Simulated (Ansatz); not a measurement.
C3H5FTe can be A, `C=C(F)[Te]C`, or B, `FC1CC[Te]1`.

Gas-phase electronic energies from Ansatz, PBE0-D4/def2-TZVP geometries. CBS: MP2 limit from def2 TZ/QZ plus the TZ coupled-cluster correction, frozen cores. Functionals use def2-TZVPP. B3LYP here is the variant with VWN-RPA as its local correlation; programs differ in this. Elements past krypton have def2 core potentials. For Te outer-core shells are correlated without core-valence functions, which leaves a few kJ/mol of doubt a bond. Each species was taken in one conformer, which may not be the lowest.

(1) Which isomer does CCSD(T)/CBS put lower? Give the gap. (Estimate.)

(2) Give E(B) − E(A) in kcal/mol with r2SCAN-D4, PBE-D4, CCSD(T)/def2-TZVPP, MP2/def2-TZVPP, ωB97M-V, B3LYP-D4, B3LYP. (Best estimate.)

Largest T1 diagnostic: 0.012.

Results:

(1) Computed: B, by 6.2 kcal/mol.

(2) The calculation gave: r2SCAN-D4 -4.7, PBE-D4 -5.7, CCSD(T)/def2-TZVPP -6.0, MP2/def2-TZVPP -7.8, ωB97M-V -5.2, B3LYP-D4 -2.7, B3LYP -1.9. None reverses the order clearly.

In def2-TZVPP, CCSD(T) changes the Hartree–Fock value by −4.7 kcal/mol (the triples alone add −0.2 kcal/mol) and MP2 by −6.5 kcal/mol. From PBE to PBE0 (25 % exact exchange), in def2-TZVPP and without D4, E(B) − E(A) moves by −2.0 kcal/mol.
